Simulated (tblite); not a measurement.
Species: C7H10 (charge +1 and doublet state).
Z-matrix (Å and degrees, GFN2-xTB geometry), rows numbered from 1:
```
C 
C   1  1.4661
C   2  1.3497  1  124.16
C   3  1.4813  2  126.21  1   179.98
C   4  1.4466  3  118.94  2    12.09
C   5  1.3305  4  152.92  3    13.96
C   6  1.4801  5   63.67  4   178.63
H   1  1.0861  2  112.63  3     2.96
H   1  1.0933  2  110.14  3   125.66
H   1  1.0937  2  109.75  3  -119.67
H   2  1.0827  1  116.38  3   178.61
H   3  1.0825  2  119.17  1     2.52
H   4  1.1032  3  108.83  2  -113.85
H   4  1.1037  3  109.06  2   135.80
H   6  1.0639  5  151.14  7  -174.94
H   7  1.0882  5  119.80  6  -107.46
H   7  1.0878  5  121.45  6   105.59
```

Computed geometry: GFN2-xTB, gas phase. This method treats the open shell by occupation alone, without spin polarisation.

Masses are those of the commonest isotopes; rigid-rotor values at the optimised geometry. The values belong to one conformer with, in the numbering `[CH3:1][CH+:2][CH:3][CH2:4][C:5]1=[CH:6][CH2:7]1`, C1–C2–C3–C4 180°, C2–C3–C4–C5 12°, C3–C4–C5–C6 14°.

Question: Give the principal moments of inertia and the rotational constants in MHz.

Answer: Ia = 74.58, Ib = 378.29, Ic = 440.39 u·Å²; 505379 MHz·u·Å²/I gives A = 6776, B = 1336, C = 1148 MHz.

Question: Classify the top.

Answer: A near-prolate asymmetric top; Ray's κ = -0.933.

Question: What does the inertial defect say?

Answer: Not planar: Δ = Ic − Ia − Ib = -12.48 u·Å². For a rigid frame Δ = −2 Σ m c², so Σ m c² = 6.24 u·Å² lies off the ab plane: 5.12 from hydrogen and 1.12 from heavier atoms. The atom farthest from that plane is 1.19 Å away.

Question: Give the other two planar moments, Paa and Pbb, and the rms extents of the mass along the axes.

Answer: Paa = Σ m a² = (Ib + Ic − Ia)/2 = 372.05 and Pbb = Σ m b² = (Ia + Ic − Ib)/2 = 68.34 u·Å². With the mass M = 94.08 u, the rms extents √(P/M) along a, b and c are 1.99, 0.85, 0.26 Å.

Question: Give the coordinates in the principal-axis frame, origin at the centre of mass.

Answer: The sense of each axis is arbitrary; atoms in the order of the calculation.
| atom | mass (u) | a (Å) | b (Å) | c (Å) |
| --- | --- | --- | --- | --- |
| C1 | 12.000 | -3.071 | 0.609 | -0.037 |
| C2 | 12.000 | -1.632 | 0.332 | -0.098 |
| C3 | 12.000 | -1.088 | -0.890 | 0.082 |
| C4 | 12.000 | 0.355 | -1.222 | 0.031 |
| C5 | 12.000 | 1.321 | -0.145 | 0.031 |
| C6 | 12.000 | 1.679 | 1.125 | 0.200 |
| C7 | 12.000 | 2.756 | 0.185 | -0.183 |
| H8 | 1.008 | -3.655 | -0.269 | 0.220 |
| H9 | 1.008 | -3.270 | 1.407 | 0.683 |
| H10 | 1.008 | -3.410 | 1.012 | -0.996 |
| H11 | 1.008 | -0.989 | 1.173 | -0.324 |
| H12 | 1.008 | -1.740 | -1.739 | 0.244 |
| H13 | 1.008 | 0.539 | -1.876 | -0.838 |
| H14 | 1.008 | 0.601 | -1.889 | 0.874 |
| H15 | 1.008 | 1.454 | 2.128 | 0.478 |
| H16 | 1.008 | 3.163 | 0.197 | -1.192 |
| H17 | 1.008 | 3.516 | -0.090 | 0.545 |

Question: Where do the levels up to J = 4 lie, in K?

Answer: Above 0(0,0), as E/k:
J = 1: 1(0,1) 0.119, 1(1,1) 0.380, 1(1,0) 0.389
J = 2: 2(0,2) 0.357, 2(1,2) 0.610, 2(1,1) 0.637, 2(2,1) 1.420, 2(2,0) 1.420
J = 3: 3(0,3) 0.714, 3(1,3) 0.953, 3(1,2) 1.008, 3(2,2) 1.778, 3(2,1) 1.779, 3(3,1) 3.106, 3(3,0) 3.106
J = 4: 4(0,4) 1.188, 4(1,4) 1.412, 4(1,3) 1.502, 4(2,3) 2.254, 4(2,2) 2.258, 4(3,2) 3.583, 4(3,1) 3.583, 4(4,1) 5.442, 4(4,0) 5.442

Question: Estimate the classical rotational partition function at 100 K, 200 K and 500 K.

Answer: Point group C1, symmetry number σ = 1; q = (√π/σ)·√((kT/h)³/(ABC)), k/h = 20836.6 MHz/K: 52300 at 100 K, 148000 at 200 K, 585000 at 500 K.

For this open shell read J as N, the rotation without spin; fine and hyperfine splittings come on top. Its GFN2-xTB frequencies are all real (lowest 44 cm⁻¹). Constants of a rigid frame at the computed geometry: no zero-point averaging, no centrifugal distortion.

Time: 0.92 s wall. Hardware: Arm Neoverse N1, one thread, no GPU, on a shared host. These figures are those of the optimisation.
